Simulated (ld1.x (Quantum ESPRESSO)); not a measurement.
**What the settings do to the TM potential of oxygen (O)**

Base potential:

ld1.x (Quantum ESPRESSO) 7.5 input, shortened:

```
&input
   title='O', zed=8., rel=1, dft='PBE', iswitch=3,
   config='[He] 2s2 2p4 3d-2'
 /
 &inputp
   pseudotype=2, tm=.true., lloc=1,
   nlcc=.true.
 /
3
2S  1  0   2.00   0.00  0.80  0.80  0.0
3D  3  2  -2.00   0.45  2.00  2.00  0.0
2P  2  1   4.00   0.00  1.85  1.85  0.0
 &test
   configts(1)='2s2 2p4'
 /
```

All-electron outer shells of the reference configuration (PBE, scalar-relativistic, ld1.x):

```json
{"shell": "1s", "level (eV)": "-514.70", "outermost node (bohr)": "–", "outermost maximum (bohr)": "0.13"}
{"shell": "2s", "level (eV)": "-23.96", "outermost node (bohr)": "0.28", "outermost maximum (bohr)": "0.87"}
{"shell": "2p", "level (eV)": "-9.03", "outermost node (bohr)": "–", "outermost maximum (bohr)": "0.82"}
```

Cutoffs, loose and tight: the cutoffs (Ry, on a coarse ladder) from which the occupation-weighted sum of valence levels, in a spherical-Bessel basis at the reference potential, stays within 10 and 1 mRy of its value at 400 Ry. They do not see the model core or the augmentation charge, which bear on the density cutoff. Test errors are all-electron minus pseudo excitation energies from the reference, over the configurations 2s2 2p3; 2s2 2p2; 2s2 2p1; 2s0 2p6; 2s1 2p5; 2s1 2p4; 2s2 2p0. A dash means not determined; rows that change the core or the reference have their own tests.

| change | outcome | cutoff, loose | cutoff, tight | bound ghosts | largest test error (meV) |
| --- | --- | --- | --- | --- | --- |
| base | generated | 80 Ry | 200 Ry | none | +4671 |
| wave 2p (bound): rc 1.85 bohr becomes 2p (bound): rc 1.20 bohr | generated | 90 Ry | 200 Ry | none | +909 |
| wave 2p (bound): rc 1.85 bohr becomes 2p (bound): rc 1.42 bohr | generated | 80 Ry | 200 Ry | none | +1707 |
| wave 2p (bound): rc 1.85 bohr becomes 2p (bound): rc 1.60 bohr | generated | 80 Ry | 200 Ry | none | +2715 |
| wave 2p (bound): rc 1.85 bohr becomes 2p (bound): rc 1.84 bohr | generated | 80 Ry | 200 Ry | none | +4671 |
| wave 2p (bound): rc 1.85 bohr becomes 2p (bound): rc 1.94 bohr | generated | 80 Ry | 200 Ry | none | +5552 |
| wave 2p (bound): rc 1.85 bohr becomes 2p (bound): rc 2.22 bohr | generated | 80 Ry | 200 Ry | none | +8339 |
| wave 2p (bound): rc 1.85 bohr becomes 2p (bound): rc 2.38 bohr | generated | 80 Ry | 200 Ry | none | +10431 |
| wave 2p (bound): rc 1.85 bohr becomes 2p (bound): rc 2.58 bohr | generated | 80 Ry | 200 Ry | none | +12840 |
| wave 2p (bound): rc 1.85 bohr becomes 2p (bound): rc 2.80 bohr | generated | 80 Ry | 200 Ry | none | +15548 |

Reading the sweep of the p radius (base included, trends over the rows without a ghost): The loose cutoff stays near 80 Ry. The median size of the test errors (rows with all tests solved) rises from 29.5 meV at 1.2 to 535.2 meV at 2.8 bohr. More of the atom is replaced by a form fitted at one configuration, so other configurations suffer as the radius grows.
